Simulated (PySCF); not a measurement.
# GaF⁺ at PBE0

Level: PBE0. PySCF, scalar-relativistic core potentials, basis sets Ga cc-pVTZ-PP with ECP10, F cc-pVTZ.

```
state                                                                                                             : quartet, unpaired electrons σ ↑, π ↑↑, a mixture of terms (⟨Lz²⟩ = 2.0), a second solution, started from another occupation
bond length                                                                                                       : 4.185 bohr
harmonic wavenumber                                                                                               : 249 cm⁻¹
force constant                                                                                                    : 0.544 mdyn/Å
rotational constant Be                                                                                            : 0.2308 cm⁻¹
anharmonicity ωexe                                                                                                : 3.37 cm⁻¹
vibration–rotation constant αe                                                                                    : 0.00369 cm⁻¹
energy of the minimum from ground-state Ga⁺ + F                                                                   : 5.32 eV
bond order (Mayer)                                                                                                : 0.31
dipole moment (positive dipole points towards F; it is taken about the centre of mass and depends on that origin) : -0.56 D
```

Spin–orbit coupling is left out. For an ion De counts to the pair picked by the measured ionisation energies or electron affinities, which need not be the lowest pair at this level. Counting both spins, an empty level lies below a filled one in this solution, because spin and occupation are held.
